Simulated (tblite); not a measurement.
C₅H₁₃FOSi₂.
Cartesian coordinates in Å at the GFN2-xTB level; atoms count from 1:
```xyz
22
C5H13FOSi2 angstrom
C     -0.5894   -0.4914    2.5670
Si    -1.3128   -0.5837    0.8099
C     -2.2239   -2.2522    0.6369
Si     0.3476   -0.5682   -0.8253
C      0.8069    1.2748   -1.2313
C      1.2106    1.8624    0.0553
O      0.4594    2.0800    0.9754
C      1.8611    1.3809   -2.3053
F      2.0927    2.6976   -2.6440
H     -0.1047    0.4656    2.7284
H      0.1455   -1.2735    2.7415
H     -1.3663   -0.5994    3.3188
H     -2.3044    0.4905    0.6212
H     -3.0289   -2.3429    1.3594
H     -1.5486   -3.0877    0.7984
H     -2.6587   -2.3733   -0.3503
H      1.6394   -1.2010   -0.5046
H      0.0153   -1.1093   -2.1549
H     -0.1189    1.7478   -1.5643
H      2.2973    2.0476    0.1629
H      2.8213    0.9758   -1.9701
H      1.5493    0.8790   -3.2259
```

Computed with GFN2-xTB (tblite): harmonic, unscaled wavenumbers at the GFN2-xTB geometry, gas phase. Against measured fundamentals such values can be off by several per cent, at times by over 20. Modes of hydrogen on silicon can be 10 to 20 % off. One conformer, not necessarily the lowest.

Harmonic wavenumbers (cm⁻¹): 29.8, 34.1, 76.5, 86.6, 93.5, 125.5, 138.7, 141.8, 159.3, 181.4, 193.0, 203.3, 303.9, 347.3, 381.3, 441.8, 566.6, 587.0, 593.3, 613.3, 682.9, 696.2, 702.1, 746.8, 793.1, 817.0, 821.9, 835.8, 848.4, 885.1, 923.8, 993.9, 1060.6, 1112.0, 1138.1, 1211.2, 1288.8, 1330.5, 1366.8, 1376.6, 1392.5, 1453.5, 1475.7, 1481.0, 1492.3, 1494.8, 1733.6, 2151.6, 2165.4, 2184.4, 2761.9, 2944.9, 2958.2, 2967.3, 3024.7, 3034.5, 3035.6, 3044.9, 3047.3, 3061.6.

A = 2101, B = 574.0, C = 484.1 MHz; mass 164.049 u (most abundant isotopes); point group C1, symmetry number 1.

Task: Zero-point energy?

Result: Half the sum of the wavenumbers: 35918 cm⁻¹ = 102.69 kcal/mol.

Task: What is S at 298.15 K and 1 bar for an ideal gas of classical rigid rotors and harmonic oscillators?

Result: Translation 41.22, rotation 30.69, vibration 49.73: S = 121.6 cal/(mol K).

Task: And Cp and H(298.15 K) − H(0)?

Result: Cp = 51.16 cal/(mol K), of which vibrations give 43.21 (their classical limit is 60 R = 119.2); H(298.15 K) − H(0) = 9.61 kcal/mol without the zero-point energy, 7.24 from vibrations.

Task: What must be added to the electronic energy to get the Gibbs energy at 298.15 K and 1 bar?

Result: ZPE + [H(298.15 K) − H(0)] − T·S = 102.69 + 9.61 − 36.27 = 76.03 kcal/mol.

Task: Blend soft modes into free rotors: weight 1/[1 + (100 cm⁻¹/ν̃)⁴] for the oscillator and the rest for a rotor with moment μB/(μ + B), μ = h/(8π²ν), B = 10⁻⁴⁴ kg m². What vibrational entropy results?

Result: 44.61 cal/(mol K) in place of 49.73, which changes −T·S at 298.15 K by +1.53 kcal/mol.

Task: Which modes carry the vibrational entropy at 298.15 K?

Result: 29.8 cm⁻¹: 5.84; 34.1 cm⁻¹: 5.58; 76.5 cm⁻¹: 3.98; 86.6 cm⁻¹: 3.74; 93.5 cm⁻¹: 3.59; 125.5 cm⁻¹: 3.01 cal/(mol K); the other 54 give 24.00 together.

Task: How do the functions run with temperature in this model?

Result: 
```csv
T (K),S (cal/(mol K)),Cp (cal/(mol K)),H − H(0) (kcal/mol),G − H(0) (kcal/mol),ln q(vib)
150,93.2,33.6,3.32,-10.65,6.30
250,113.1,45.5,7.28,-21.00,10.79
400,138.2,62.0,15.39,-39.90,16.84
600,166.6,78.3,29.51,-70.47,24.12
900,201.6,94.2,55.57,-125.90,33.79
```

q(vib) and H(0) count from the zero-point level.

Hindered rotation and anharmonicity are outside this model. Other conformers, if any are populated, would add a mixing term that is left out. The structure is chiral; the term R ln 2 for an equal mix with its mirror image is left out.

Hardware: Arm Neoverse N1, one thread, shared host. Cost: 2.0 s of wall time. This covers the Hessian and the dipole derivatives.
